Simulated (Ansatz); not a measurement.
`[O]=[W]([OH])([Cl])([Cl])[Cl]` + H–F → `[O]=[W]([F])([Cl])([Cl])[Cl]` + H₂O at 600 K and 1 bar (ligand exchange at a W–O bond).

Computed with Ansatz on PBE0-D4/def2-TZVP structures; ΔE is electronic, products minus reactants. CBS: MP2 limit from def2 TZ/QZ plus the TZ coupled-cluster correction, frozen cores. This one scheme is used for every species. Elements past krypton have def2 core potentials. For W outer-core shells are correlated without core-valence functions, which leaves a few kJ/mol of doubt a bond. One conformer a species, not always the lowest.

| species | CCSD(T)/CBS energy (Eh) | H − E (kJ/mol) | S (J/(mol·K)) |
| --- | --- | --- | --- |
| `[O]=[W]([OH])([Cl])([Cl])[Cl]` | -1597.46008 | 119.6 | 495.7 |
| H–F | -100.39570 | 42.3 | 194.0 |
| `[O]=[W]([F])([Cl])([Cl])[Cl]` | -1621.48342 | 85.2 | 471.9 |
| H₂O | -76.37941 | 76.8 | 212.8 |

H − E and S are ideal-gas, rigid-rotor, harmonic terms from PBE0-D4/def2-TZVP, for one conformer and one mirror image of each species. 1 Eh = 2625.50 kJ/mol, R = 8.31446 J/(mol·K).

Q: By hand: ΔE, ΔH, ΔS and ΔG.

A: ΔE = (-1621.48342) + (-76.37941) − (-1597.46008) − (-100.39570) = -0.00705 Eh = -18.5 kJ/mol. Δ(H − E) = 85.2 + 76.8 − 119.6 − 42.3 = 0.1, so ΔH = -18.4 kJ/mol. ΔS = 471.9 + 212.8 − 495.7 − 194.0 = -5.0 J/(mol·K). ΔG = -18.4 − 600 × (-5.0)/1000 = -15.4 kJ/mol.

Q: By hand: the equilibrium constant, and the temperature at which ΔG would vanish if ΔH and ΔS stayed fixed.

A: log₁₀ K = −ΔG/(RT ln 10) = 1.3. ΔG = 0 at ΔH/ΔS = 3680 K, far beyond where these terms or the molecules hold.

The number of gas molecules stays the same, so ΔS is small and ΔH decides. A doubt of 5 kJ/mol in ΔE shifts log₁₀ K by 0.4 here. Other conformers and mirror images would add mixing entropy, several J/(mol·K) or more a flexible species. Modes under 60 cm⁻¹, often nearly free rotors, make the harmonic entropy too high. These are equilibria of isolated gas molecules and say nothing of rates. Largest T1 diagnostic: 0.021 (customary marks: 0.02 for closed shells, 0.045 for open ones).
